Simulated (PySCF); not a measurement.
## Atomic charges against the basis set

C2H10ClPSi2.
Z-matrix (Å and degrees, PBE0-D3(BJ)/def2-SVP geometry), rows numbered from 1:
```
C 
Si  1  1.8814
P   2  2.2776  1  108.24
Si  2  2.3436  1  112.12  3   121.95
C   4  1.9027  2  110.98  1    75.72
Cl  5  1.7951  4  109.61  2   -53.97
H   1  1.1007  2  110.64  3    58.05
H   1  1.1008  2  110.45  3   -62.11
H   1  1.0999  2  109.94  3   178.65
H   2  1.4988  1  110.69  3  -116.44
H   3  1.4301  2   94.56  1   169.39
H   3  1.4314  2   93.70  1    75.63
H   4  1.4964  2  110.26  1   -44.87
H   4  1.4999  2  110.72  1  -164.53
H   5  1.0997  4  111.16  2    64.74
H   5  1.0996  4  112.54  2  -173.71
```

PBE0 throughout (PySCF), one geometry, spherical d and f functions. Isolated species at its PBE0-D3(BJ)/def2-SVP geometry (one conformer only). Atoms taken as equivalent share a column and are averaged. The first 7 of 13 kinds of atom are listed.

Mulliken charges (e):

```json
{"basis": "STO-3G", "functions": "56", "C1": "-0.392", "Si2": "+0.357", "P3": "+0.139", "Si4": "+0.432", "C5": "-0.275", "Cl6": "-0.176", "H7/H8/H9": "+0.077"}
{"basis": "6-31G", "functions": "90", "C1": "-0.801", "Si2": "+0.383", "P3": "-0.107", "Si4": "+0.464", "C5": "-0.805", "Cl6": "+0.006", "H7/H8/H9": "+0.208"}
{"basis": "pcSseg-0", "functions": "90", "C1": "-1.122", "Si2": "+0.399", "P3": "-0.318", "Si4": "+0.441", "C5": "-1.035", "Cl6": "-0.041", "H7/H8/H9": "+0.272"}
{"basis": "6-31G*", "functions": "120", "C1": "-0.753", "Si2": "+0.297", "P3": "-0.191", "Si4": "+0.311", "C5": "-0.652", "Cl6": "-0.063", "H7/H8/H9": "+0.210"}
{"basis": "def2-SVP", "functions": "150", "C1": "-0.323", "Si2": "+0.182", "P3": "-0.113", "Si4": "+0.279", "C5": "-0.266", "Cl6": "-0.158", "H7/H8/H9": "+0.085"}
{"basis": "cc-pVDZ", "functions": "150", "C1": "-0.247", "Si2": "+0.116", "P3": "-0.128", "Si4": "+0.197", "C5": "-0.255", "Cl6": "-0.122", "H7/H8/H9": "+0.076"}
{"basis": "pcSseg-1", "functions": "180", "C1": "-0.599", "Si2": "+0.229", "P3": "-0.199", "Si4": "+0.378", "C5": "-0.493", "Cl6": "-0.161", "H7/H8/H9": "+0.157"}
{"basis": "aug-cc-pVDZ", "functions": "244", "C1": "+0.481", "Si2": "+0.196", "P3": "-1.048", "Si4": "-0.360", "C5": "-0.015", "Cl6": "-0.118", "H7/H8/H9": "-0.273"}
{"basis": "6-311+G(2d,p)", "functions": "254", "C1": "-0.681", "Si2": "+0.350", "P3": "-0.225", "Si4": "+0.185", "C5": "-0.556", "Cl6": "-0.001", "H7/H8/H9": "+0.177"}
{"basis": "def2-TZVP", "functions": "270", "C1": "-0.477", "Si2": "+0.154", "P3": "-0.251", "Si4": "+0.079", "C5": "-0.243", "Cl6": "-0.154", "H7/H8/H9": "+0.147"}
```

IAO charges (e):

```csv
basis,functions,C1,Si2,P3,Si4,C5,Cl6,H7/H8/H9
STO-3G,56,-0.632,+0.429,+0.051,+0.492,-0.497,-0.089,+0.133
6-31G,90,-0.682,+0.376,-0.124,+0.339,-0.508,-0.104,+0.168
pcSseg-0,90,-0.678,+0.345,-0.135,+0.320,-0.520,-0.094,+0.168
6-31G*,120,-0.687,+0.448,-0.094,+0.430,-0.510,-0.103,+0.160
def2-SVP,150,-0.679,+0.451,-0.095,+0.441,-0.501,-0.097,+0.156
cc-pVDZ,150,-0.686,+0.450,-0.103,+0.429,-0.502,-0.104,+0.159
pcSseg-1,180,-0.691,+0.455,-0.098,+0.442,-0.511,-0.104,+0.159
aug-cc-pVDZ,244,-0.699,+0.455,-0.113,+0.432,-0.505,-0.110,+0.162
"6-311+G(2d,p)",254,-0.710,+0.469,-0.100,+0.454,-0.519,-0.105,+0.163
def2-TZVP,270,-0.713,+0.475,-0.101,+0.461,-0.523,-0.102,+0.163
```

Hirshfeld charges (e):

| basis | functions | C1 | Si2 | P3 | Si4 | C5 | Cl6 | H7/H8/H9 |
| --- | --- | --- | --- | --- | --- | --- | --- | --- |
| STO-3G | 56 | -0.125 | +0.248 | +0.062 | +0.280 | -0.005 | -0.201 | +0.013 |
| 6-31G | 90 | -0.186 | +0.189 | -0.035 | +0.190 | -0.103 | -0.077 | +0.045 |
| pcSseg-0 | 90 | -0.195 | +0.223 | -0.025 | +0.219 | -0.109 | -0.063 | +0.036 |
| 6-31G* | 120 | -0.186 | +0.183 | -0.037 | +0.195 | -0.099 | -0.080 | +0.046 |
| def2-SVP | 150 | -0.206 | +0.214 | -0.016 | +0.221 | -0.120 | -0.045 | +0.041 |
| cc-pVDZ | 150 | -0.201 | +0.208 | -0.020 | +0.216 | -0.116 | -0.056 | +0.042 |
| pcSseg-1 | 180 | -0.211 | +0.218 | -0.024 | +0.224 | -0.123 | -0.052 | +0.041 |
| aug-cc-pVDZ | 244 | -0.220 | +0.212 | -0.020 | +0.221 | -0.137 | -0.040 | +0.044 |
| 6-311+G(2d,p) | 254 | -0.211 | +0.206 | -0.017 | +0.222 | -0.133 | -0.044 | +0.043 |
| def2-TZVP | 270 | -0.214 | +0.208 | -0.021 | +0.218 | -0.132 | -0.046 | +0.044 |

ESP-fitted charges (e):

```csv
basis,functions,C1,Si2,P3,Si4,C5,Cl6,H7/H8/H9
STO-3G,56,-0.551,+0.431,-0.237,+0.197,-0.143,-0.215,+0.134
6-31G,90,-0.712,+0.487,-0.454,+0.126,-0.236,-0.189,+0.198
pcSseg-0,90,-0.787,+0.549,-0.506,+0.131,-0.315,-0.167,+0.208
6-31G*,120,-0.722,+0.480,-0.359,+0.134,-0.351,-0.144,+0.200
def2-SVP,150,-0.628,+0.447,-0.331,+0.136,-0.351,-0.112,+0.171
cc-pVDZ,150,-0.636,+0.446,-0.312,+0.130,-0.358,-0.126,+0.176
pcSseg-1,180,-0.706,+0.518,-0.362,+0.183,-0.357,-0.145,+0.189
aug-cc-pVDZ,244,-0.722,+0.497,-0.298,+0.141,-0.376,-0.133,+0.196
"6-311+G(2d,p)",254,-0.746,+0.501,-0.300,+0.145,-0.407,-0.127,+0.203
def2-TZVP,270,-0.714,+0.502,-0.295,+0.143,-0.366,-0.127,+0.192
```

Some averages cover members that differ in this geometry, most widely: H7/H8/H9, Mulliken in aug-cc-pVDZ -0.315 to -0.210 e.

Which scheme is steadiest as the basis changes?

Largest range over the bases for any column: Hirshfeld 0.16 e, IAO 0.19 e, ESP-fitted 0.27 e, Mulliken 1.60 e. Hirshfeld charges move least and Mulliken charges most, counted in e. Without the minimal STO-3G basis the ranges are Hirshfeld 0.04, IAO 0.14, ESP-fitted 0.21, Mulliken 1.60 e.

How much do the charges still move between the two largest bases, 6-311+G(2d,p) and def2-TZVP?

At most, over all atoms: Mulliken 0.313 e, IAO 0.008 e, Hirshfeld 0.004 e, ESP-fitted 0.041 e.

What do the same runs give for the total energy, the frontier levels and the dipole moment?

| basis | energy (Eh) | HOMO (eV) | LUMO (eV) | μ (D) |
| --- | --- | --- | --- | --- |
| STO-3G | -1445.7070 | -4.27 | 4.52 | 2.08 |
| 6-31G | -1461.9585 | -7.06 | 0.03 | 1.87 |
| pcSseg-0 | -1460.3470 | -7.29 | -0.23 | 2.17 |
| 6-31G* | -1462.0773 | -7.07 | -0.04 | 1.38 |
| def2-SVP | -1461.6663 | -7.10 | 0.05 | 1.29 |
| cc-pVDZ | -1462.1613 | -7.06 | 0.03 | 1.15 |
| pcSseg-1 | -1462.0918 | -7.22 | -0.26 | 1.43 |
| aug-cc-pVDZ | -1462.1738 | -7.13 | -0.49 | 1.14 |
| 6-311+G(2d,p) | -1462.2233 | -7.16 | -0.51 | 1.13 |
| def2-TZVP | -1462.2322 | -7.13 | -0.29 | 1.10 |

The dipole is fixed by the density alone, so its range of 1.07 D shows that the density itself changes with the basis, not only its division among atoms.
